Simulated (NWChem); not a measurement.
# CH7FN2Si; SMILES NC[Si@H](N)F

```xyz
12

N      0.0729     2.3183    -0.0836
C      0.7496     1.0873     0.3885
Si     0.0116    -0.5032    -0.3087
N     -1.6213    -0.6297     0.2297
F      0.9503    -1.7577     0.1338
H      0.1842     2.4015    -1.0937
H     -0.9305     2.2288     0.0746
H      1.8159     1.1640     0.1427
H      0.7103     1.0754     1.4868
H     -0.0456    -0.5009    -1.7934
H     -2.2734    -1.2202    -0.2730
H     -1.8342    -0.6283     1.2211
```
Atoms are numbered in this order, from 1.

Program: NWChem. Medium grid unless said otherwise, to which SCAN and Minnesota functionals are sensitive. Coordinates come from a B3LYP/6-31G* (spherical d) optimisation. B3LYP is NWChem's, with the RPA form of VWN correlation. Total energies of different functionals are on different scales.

```tsv
level	energy (Ha)	highest occupied level (eV)	orbital gap (eV)	dipole (D)
B3LYP/def2-SVP	-540.9799	-6.15	7.19	2.02
PBE/def2-SVP	-540.5192	-4.91	5.40	2.00
KT2/def2-SVP	-547.1706	-5.08	5.45	1.97
BP86/def2-SVP	-540.9813	-5.02	?	2.00
MN15-L/def2-SVP	-540.6018	-5.57	6.55	2.03
CAM-B3LYP/def2-SVP	-540.8671	-7.82	10.09	2.04
PW6B95/def2-SVP	-541.4999	-6.55	7.88	2.03
Hartree-Fock/def2-SVP	-539.0165	-10.13	14.53	2.10
LDA (Slater exchange, VWN5)/def2-SVP	-537.8797	-4.98	5.34	2.08
MPW1K/def2-SVP	-540.8984	-7.58	9.57	2.07
```

Task: Some entries are withheld; supply them.

Result: 
- BP86/def2-SVP, orbital gap (eV): 5.59
